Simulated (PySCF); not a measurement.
# SMILES C=Cc1pccs1, C5H5PS

Molfile (atoms numbered from 1):
```
C5H5PS
     RDKit          3D

 12 12  0  0  0  0  0  0  0  0999 V2000
   -2.5199   -0.3459   -0.1744 C   0  0  0  0  0  0  0  0  0  0  0  0
   -1.6038    0.5562    0.1723 C   0  0  0  0  0  0  0  0  0  0  0  0
   -0.1862    0.3297    0.2269 C   0  0  0  0  0  0  0  0  0  0  0  0
    0.9401    1.5553    0.6887 P   0  0  0  0  0  0  0  0  0  0  0  0
    2.3343    0.4935    0.4924 C   0  0  0  0  0  0  0  0  0  0  0  0
    2.1006   -0.7775    0.0939 C   0  0  0  0  0  0  0  0  0  0  0  0
    0.4710   -1.2276   -0.1804 S   0  0  0  0  0  0  0  0  0  0  0  0
   -2.2451   -1.3510   -0.4503 H   0  0  0  0  0  0  0  0  0  0  0  0
   -3.5684   -0.1075   -0.1933 H   0  0  0  0  0  0  0  0  0  0  0  0
   -1.9035    1.5607    0.4458 H   0  0  0  0  0  0  0  0  0  0  0  0
    3.3347    0.8483    0.6844 H   0  0  0  0  0  0  0  0  0  0  0  0
    2.8474   -1.5349   -0.0673 H   0  0  0  0  0  0  0  0  0  0  0  0
  1  2  2  0
  2  3  1  0
  3  4  2  0
  4  5  1  0
  5  6  2  0
  6  7  1  0
  7  3  1  0
  1  8  1  0
  1  9  1  0
  2 10  1  0
  5 11  1  0
  6 12  1  0
M  END
```

Method used: GIAO CAM-B3LYP/pcSseg-1 magnetisability, rotational g tensor and spin-rotation constants, non-relativistic, gas phase (PySCF). Geometry: GFN2-xTB.

Q: Give the nuclear spin-rotation constants along the inertial axes (H = +C I·J) beside the isotropic shieldings.

A: Rotational constants 3.2377, 1.7315, 1.1282 GHz. A star marks the isotopologue with that one atom substituted, in its own axes.
| atom | isotope | Caa (kHz) | Cbb (kHz) | Ccc (kHz) | mean (kHz) | σ (ppm) |
| --- | --- | --- | --- | --- | --- | --- |
| P4 | 31P | 9.476 | 4.087 | 1.682 | 5.082 | 45.2 |
| H8 | 1H | -0.282 | 0.148 | -0.129 | -0.088 | 25.6 |
| H9 | 1H | 0.216 | -0.141 | -0.131 | -0.018 | 26.4 |
| H10 | 1H | -0.277 | 0.177 | -0.125 | -0.075 | 24.4 |
| H11 | 1H | 0.377 | -0.162 | -0.125 | 0.030 | 23.9 |
| H12 | 1H | -0.077 | 0.061 | -0.120 | -0.045 | 23.9 |
| C1 | 13C* | 1.201 | 0.659 | 0.155 | 0.672 | 65.4 |
| C2 | 13C* | 1.297 | 0.807 | 0.155 | 0.753 | 41.4 |
| C3 | 13C* | 1.809 | 0.942 | 0.216 | 0.989 | -20.9 |
| C5 | 13C* | 1.693 | 0.658 | 0.169 | 0.840 | 31.1 |
| C6 | 13C* | 1.458 | 0.698 | 0.188 | 0.781 | 37.3 |
| S7 | 33S* | 1.503 | 0.722 | 0.361 | 0.862 | 189.3 |

For the geometry as given, no vibrational averaging.

Q: How do the rotational constants and the g tensor change when H8, H9, H10, H11, H12 are replaced by deuterium?

A: Constants 3.0633, 1.5134, 1.0130 GHz; g -0.0641, -0.0288, 0.0105, against -0.0675, -0.0331, 0.0117 before.
